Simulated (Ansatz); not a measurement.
Cost and result up the ladder for ZnMe(SiH3) (CH6SiZn) (9 atoms). The state is a singlet with charge 0. Geometry: PBE-D4/def2-SVP.

```tsv
atom	x (Å)	y (Å)	z (Å)
Zn1	0.130	0.117	0.175
C2	1.128	1.046	1.574
H3	0.567	1.925	1.952
H4	2.108	1.409	1.197
H5	1.327	0.377	2.438
Si6	-1.092	-1.013	-1.525
H7	-0.308	-2.146	-2.147
H8	-1.486	-0.096	-2.660
H9	-2.374	-1.620	-1.005
```

Ansatz on 4 threads of Intel Xeon 6975P-C on a shared host. Times are rough, and most runs start from the orbitals of an earlier one. CAM-B3LYP-D4/def2-TZVP serves as the yardstick here, not as an exact answer. Differences are given only for rows in sets of like size (and for xTB, whose basis is part of the method), since another set adds its own error. Binding counts from free atoms at the same level (Zn singlet, C triplet, H doublet, Si triplet; other spins of the atoms weren't run), without zero-point energy or a counterpoise term.

LC-ωPBE has ω = 0.4 bohr⁻¹. HSE06 is defined as in plane-wave codes, on full-range PBE exchange. Correlated methods freeze 15 core orbitals.

Correlated methods converge slowly with the basis.

```tsv
level	functions	wall time
HF/STO-3G	38	0.25 s
PBE-D4/def2-SVP	93	0.4 s
LDA (SPW92)/def2-TZVP	152	0.5 s
HF/def2-TZVP	152	0.55 s
PBE0-D4/def2-SVP	93	0.55 s
PBE-D4/def2-TZVP	152	0.65 s
PBE0-D4/def2-TZVP	152	0.8 s
LC-ωPBE/def2-TZVP	152	0.95 s
r2SCAN-D4/def2-TZVP	152	1.1 s
BHLYP-D4/def2-TZVP	152	1.1 s
MP2/def2-TZVP	152	1.1 s
HSE06-D4/def2-TZVP	152	1.1 s
CAM-B3LYP-D4/def2-TZVP	152	1.1 s
CCSD(T)/def2-TZVPP	221	21 s
```

Estimate what each level gives for the binding energy per atom (eV).


| level | binding energy per atom (eV) | difference from CAM-B3LYP-D4/def2-TZVP (eV) |
| --- | --- | --- |
| HF/STO-3G | 3.11 | – |
| PBE-D4/def2-SVP | 3.03 | – |
| LDA (SPW92)/def2-TZVP | 3.34 | 0.34 |
| HF/def2-TZVP | 2.27 | -0.74 |
| PBE0-D4/def2-SVP | 3.01 | – |
| PBE-D4/def2-TZVP | 2.99 | -0.01 |
| PBE0-D4/def2-TZVP | 2.98 | -0.02 |
| LC-ωPBE/def2-TZVP | 3.01 | 0.00 |
| r2SCAN-D4/def2-TZVP | 3.01 | 0.01 |
| BHLYP-D4/def2-TZVP | 2.94 | -0.06 |
| MP2/def2-TZVP | 2.88 | -0.13 |
| HSE06-D4/def2-TZVP | 2.99 | -0.02 |
| CAM-B3LYP-D4/def2-TZVP | 3.00 | 0.00 |
| CCSD(T)/def2-TZVPP | 2.94 | -0.07 |
